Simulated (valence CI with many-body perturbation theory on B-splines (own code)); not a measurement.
# Kr²⁹⁺: calculated level list

Method: relativistic CI+MBPT: five valence electrons over a frozen Dirac-Fock core [He], radial functions for each j: 11 s, 11 p, 10 d, 8 f, 5 g, 2 h, with the one-electron correlation potential Σ1 (screened to all orders), the two-electron term Σ2, the three-electron term Σ3, Breit, model QED; selected single and double excitations, second order for the rest, scaled by the run's own slope (own B-spline code, finite nucleus).

No measured spectrum was set against this ion. As an estimate, large intervals hold to a few tenths of a per cent, small ones and those within an open d or f shell to about a per cent. Among the levels kept, up to 5300 cm⁻¹ of a level comes from second order outside the variational space, and about a tenth of that is noise between levels of different J, which matters for small intervals.

Levels 136 to 180 of 209, with energies above the lowest level, (2s^2 2p1/2^2 2p3/2) J=3/2. "Leading %" is the weight of the configuration and term that name the level; weights of strongly mixed levels are sums over their largest components and can fall short, so below about 35 % the name and the second component can differ from the true leading terms, or belong to a minority configuration. In the jj column 3d3/2^4 stands for four electrons in 3d with j = 3/2.

```csv
No.,Configuration,Term,J,E (× 10³ cm⁻¹),Leading %,Second component,g,Leading jj
136,2s 2p3 3d,4P°,5/2,17663,25,18 % 2s 2p3 3d 4D°,1.298,2s 2p1/2 2p3/2^2 3d3/2 (50 %)
137,2s 2p3 3d,2P°,3/2,17663,15,13 % 2s 2p3 3d 4P°,1.326,2s 2p1/2 2p3/2^2 3d3/2 (34 %)
138,2s 2p3 3d,4P°,1/2,17672,32,23 % 2s 2p3 3d 2S°,1.865,2s 2p1/2 2p3/2^2 3d3/2 (68 %)
139,2s 2p3 3d,4G°,9/2,17675,52,17 % 2s 2p3 3d 4F°,1.259,2s 2p1/2 2p3/2^2 3d5/2 (73 %)
140,2s 2p3 3s,2D°,3/2,17676,31,27 % 2s 2p3 3s 2P°,1.213,2s 2p3/2^3 3s (58 %)
141,2s 2p3 3p,2D,3/2,17680,42,26 % 2s 2p3 3p 4P,1.221,2s 2p1/2 2p3/2^2 3p3/2 (85 %)
142,2s 2p3 3p,2F,7/2,17704,51,26 % 2s 2p3 3p 4D,1.258,2s 2p1/2 2p3/2^2 3p3/2 (72 %)
143,2s 2p3 3d,2G°,7/2,17717,42,17 % 2s 2p3 3d 4G°,1.075,2s 2p1/2 2p3/2^2 3d3/2 (57 %)
144,2s 2p3 3p,4P,3/2,17725,39,14 % 2s 2p3 3p 2P,1.365,2s 2p1/2 2p3/2^2 3p1/2 (71 %)
145,2s 2p3 3p,4P,1/2,17732,37,22 % 2s 2p3 3p 2P,1.618,2s 2p1/2 2p3/2^2 3p1/2 (78 %)
146,2s 2p3 3p,2D,5/2,17756,29,21 % 2s 2p3 3p 2F,1.243,2s 2p1/2 2p3/2^2 3p3/2 (71 %)
147,2s 2p3 3p,2P,1/2,17771,38,28 % 2s 2p3 3p 2S,1.645,2s 2p1/2 2p3/2^2 3p3/2 (83 %)
148,2s 2p3 3d,4F°,9/2,17773,82,14 % 2s 2p3 3d 4G°,1.297,2s 2p1/2 2p3/2^2 3d5/2 (56 %)
149,2s 2p3 3p,2D,3/2,17785,47,27 % 2s 2p3 3p 2P,1.101,2s 2p1/2 2p3/2^2 3p3/2 (71 %)
150,2s 2p3 3d,4P°,5/2,17786,24,20 % 2s 2p3 3d 2F°,1.222,2s 2p1/2 2p3/2^2 3d5/2 (66 %)
151,2s 2p3 3d,2P°,1/2,17792,37,25 % 2s 2p3 3d 4P°,1.336,2s 2p1/2 2p3/2^2 3d5/2 (71 %)
152,2s 2p3 3d,4G°,11/2,17795,100,,1.267,2s 2p1/2 2p3/2^2 3d5/2 (100 %)
153,2s 2p3 3p,4P,5/2,17799,43,30 % 2s 2p3 3p 2D,1.394,2s 2p1/2 2p3/2^2 3p3/2 (82 %)
154,2s 2p3 3d,4D°,7/2,17810,66,26 % 2s 2p3 3d 4F°,1.345,2s 2p1/2 2p3/2^2 3d3/2 (64 %)
155,2s 2p3 3d,2D°,3/2,17817,27,17 % 2s 2p3 3d 4S°,1.289,2s 2p1/2 2p3/2^2 3d5/2 (73 %)
156,2s 2p3 3d,2G°,9/2,17827,74,12 % 2s 2p3 3d 4G°,1.144,2s 2p1/2 2p3/2^2 3d3/2 (53 %)
157,2s 2p3 3d,4D°,5/2,17835,56,29 % 2s 2p3 3d 4P°,1.400,2s 2p1/2 2p3/2^2 3d3/2 (86 %)
158,2s 2p3 3d,4P°,3/2,17857,47,22 % 2s 2p3 3d 4S°,1.617,2s 2p1/2 2p3/2^2 3d3/2 (96 %)
159,2s 2p3 3p,2P,1/2,17868,56,14 % 2s 2p3 3p 2S,1.402,2s 2p1/2 2p3/2^2 3p3/2 (70 %)
160,2s 2p3 3p,2P,3/2,17871,37,18 % 2s 2p3 3p 4P,1.320,2s 2p1/2 2p3/2^2 3p3/2 (70 %)
161,2s 2p3 3d,2S°,1/2,17874,31,25 % 2s 2p3 3d 2P°,1.447,2s 2p1/2 2p3/2^2 3d5/2 (83 %)
162,2s 2p3 3s,2P°,3/2,17898,58,25 % 2s 2p3 3s 4S°,1.468,2s 2p3/2^3 3s (85 %)
163,2s 2p3 3s,2P°,1/2,17906,50,27 % 2s 2p3 3s 2S°,1.096,2s 2p3/2^3 3s (77 %)
164,2s 2p3 3d,2P°,3/2,17926,40,23 % 2s 2p3 3d 2D°,1.319,2s 2p1/2 2p3/2^2 3d5/2 (91 %)
165,2s 2p3 3d,2F°,7/2,17938,69,11 % 2s 2p3 3d 4D°,1.137,2s 2p1/2 2p3/2^2 3d5/2 (63 %)
166,2s 2p3 3d,2D°,5/2,17946,49,26 % 2s 2p3 3d 2F°,1.131,2s 2p1/2 2p3/2^2 3d5/2 (78 %)
167,2s 2p3 3d,4F°,3/2,17970,67,17 % 2s 2p3 3d 2D°,0.586,2s 2p1/2 2p3/2^2 3d3/2 (93 %)
168,2s 2p3 3d,4F°,5/2,17996,45,19 % 2s 2p3 3d 4D°,1.117,2s 2p1/2 2p3/2^2 3d5/2 (59 %)
169,2s 2p3 3p,2P,3/2,18008,38,18 % 2s 2p3 3p 2D,1.346,2s 2p3/2^3 3p1/2 (67 %)
170,2s 2p3 3p,2D,5/2,18013,47,34 % 2s 2p3 3p 2F,1.096,2s 2p3/2^3 3p1/2 (71 %)
171,2s 2p3 3d,4D°,1/2,18022,58,24 % 2s 2p3 3d 2P°,0.544,2s 2p1/2 2p3/2^2 3d3/2 (85 %)
172,2s 2p3 3d,4F°,7/2,18027,36,25 % 2s 2p3 3d 4D°,1.188,2s 2p1/2 2p3/2^2 3d5/2 (70 %)
173,2s 2p3 3d,4D°,5/2,18038,28,23 % 2s 2p3 3d 4P°,1.213,2s 2p1/2 2p3/2^2 3d5/2 (51 %)
174,2s 2p3 3d,4D°,3/2,18049,47,12 % 2s 2p3 3d 4F°,1.096,2s 2p1/2 2p3/2^2 3d3/2 (75 %)
175,2s 2p3 3p,2F,7/2,18065,55,36 % 2s 2p3 3p 4D,1.265,2s 2p3/2^3 3p3/2 (73 %)
176,2s 2p3 3d,2D°,3/2,18069,53,11 % 2s 2p3 3d 4F°,0.982,2s 2p1/2 2p3/2^2 3d5/2 (63 %)
177,2s 2p3 3d,2F°,5/2,18077,30,23 % 2s 2p3 3d 2D°,1.173,2s 2p1/2 2p3/2^2 3d5/2 (71 %)
178,2s 2p3 3d,2F°,7/2,18081,46,20 % 2s 2p3 3d 2G°,1.151,2s 2p1/2 2p3/2^2 3d3/2 (50 %)
179,2s 2p3 3p,2P,3/2,18092,43,30 % 2s 2p3 3p 2D,1.182,2s 2p3/2^3 3p3/2 (67 %)
180,2s 2p3 3d,2G°,9/2,18093,52,26 % 2s 2p3 3d 4F°,1.198,2s 2p1/2 2p3/2^2 3d5/2 (70 %)
```
